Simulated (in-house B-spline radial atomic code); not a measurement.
## In3+: [He] 2s1 2p6 3s2 (3p1/2)2 (3p3/2)3 3d10 4s2 4p6 4d10 5s2 (with a hole in an inner shell)

Level of theory: Dirac-Kohn-Sham B3LYP, spherical fractional occupations, Fermi nucleus of rms radius 4.6156 fm; calculated with a B-spline radial code for spherical atoms.

Z_r = [3n² - l(l+1)]/(2<r>); Z_e = n√(-2ε); the last column is Slater's effective charge. Values are occupation-weighted means over j. An effective charge above Z reflects the relativistic contraction of the inner shells.

```csv
shell,electrons,ε (eV),<r> (bohr),Z_r,Z_e,Slater
1s,2,-28055,0.0297,50.51,45.41,48.70
2s,1,-4337.8,0.1274,47.08,35.71,45.20
2p,6,-3938.9,0.1112,44.98,34.03,45.20
3s,2,-897.18,0.3415,39.53,24.36,38.95
3p,5,-760.2,0.3375,37.04,22.42,38.95
3d,10,-543.83,0.3117,33.69,18.97,29.85
4s,2,-176.36,0.8126,29.53,14.40,23.10
4p,6,-132.11,0.87,26.44,12.46,23.10
4d,10,-65.791,1.023,20.53,8.80,11.85
5s,2,-38.978,2.077,18.05,8.46,7.35
```

The least bound orbital is 5s1/2 at -38.98 eV, and it is also the most diffuse (<r> = 2.077 bohr). The part-filled 2s shell lies below the filled 5s shell in orbital energy.

For the 1s electron the small component carries 3.24 % of the norm, the zero-frequency Breit interaction raises the level by 61.9 eV, self-energy by 35.84 eV, and vacuum polarisation lowers it by 4.644 eV.

Caution: exact exchange at fractional occupations of open shells leaves self-interaction of up to several eV.
